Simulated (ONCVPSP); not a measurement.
## What one change does to a pseudopotential (gallium, ONCV)

| Property | Result |
| --- | --- |
| Element | Ga |
| Generator | ONCVPSP 4.0.1 |
| Type | optimised norm-conserving Vanderbilt (ONCV) |
| Functional | PBEsol |
| Relativity | scalar-relativistic |
| Frozen core | [Ne] |
| Valence charge | 21 |
| Reference configuration | 3s2 3p6 3d10 4s2 4p1 |
| Partial waves | 3s+4s: rc 1.10 bohr, ncon 4, nbas 7, qcut 12.7 1/bohr, 2 projectors; 3p+4p: rc 1.30 bohr, ncon 3, nbas 8, qcut 9.3 1/bohr, 2 projectors; 3d: rc 1.00 bohr, ncon 5, nbas 10, qcut 16.6 1/bohr, 3 projectors, debl 3 Ha |
| Local potential | polynomial inside 0.75 bohr (lpopt 2, dvloc0 0 Ha) |
| Core correction | Teter function, fcfact 5.75, rcfact 1.75 |

All-electron outer shells of the reference configuration (PBEsol, scalar-relativistic, ld1.x):

```csv
shell,level (eV),outermost node (bohr),outermost maximum (bohr)
2s,-1261.21,0.07,0.18
2p,-1098.23,–,0.15
3s,-147.78,0.27,0.56
3p,-98.68,0.24,0.56
3d,-19.16,–,0.53
4s,-8.96,0.81,1.90
4p,-2.57,0.87,2.53
```

Change: d: qcut 24.2.

Cutoffs: the cutoffs (Ha) at which the residual kinetic energy of the hardest occupied pseudo-wave falls to 1 and 0.1 mHa per electron; they do not see the model core or the augmentation charge, which bear on the density cutoff. Errors are all-electron minus pseudo energies relative to the spin-unpolarised reference configuration.

Q: Predict the effect on cutoff, ghosts and configuration errors.

A: The potential gets harder (111 Ha and 124 Ha → 140 Ha and 163 Ha); of the 3 tests that both files solve, the error grows in 0 and shrinks in 1 by more than 15 % and 0.3 meV (median size 1.8 → 1.9 meV); neither file shows a bound ghost. The waves are optimised to have the least kinetic energy above qcut, so the cutoff follows it (qcut²/2 in Ha).

```tsv
quantity	base	changed
cutoff, loose	111 Ha	140 Ha
cutoff, tight	124 Ha	163 Ha
loose cutoff by channel	s 51 Ha, p 36 Ha, d 111 Ha	s 51 Ha, p 36 Ha, d 140 Ha
bound ghosts	none	none
GHOST(+) flags under 300 eV	none	none
tests with a reliable result	3 of 4	3 of 4
error for 3s2 3p6 3d10 4s2 4p0, meV [ΔE 5.68 eV]	-0.6	-0.6
error for 3s2 3p6 3d10 4s1 4p0, meV [ΔE 26.82 eV]	-1.8	-1.9
error for 3s1 3p6 3d10 4s2 4p1, meV [ΔE 157.35 eV]	-186	-156
s: phases at 1.12 bohr within 0.05 rad from the reference energy up to (Ha; the scan ends near 5)	to the end of the scan	to the end of the scan
p: phases at 1.32 bohr within 0.05 rad from the reference energy up to (Ha; the scan ends near 5)	to the end of the scan	to the end of the scan
d: phases at 1.01 bohr within 0.05 rad from the reference energy up to (Ha; the scan ends near 5)	to the end of the scan	to the end of the scan
rms error of d²Exc/dni dnj with the model core, mHa	2.81	2.74
```
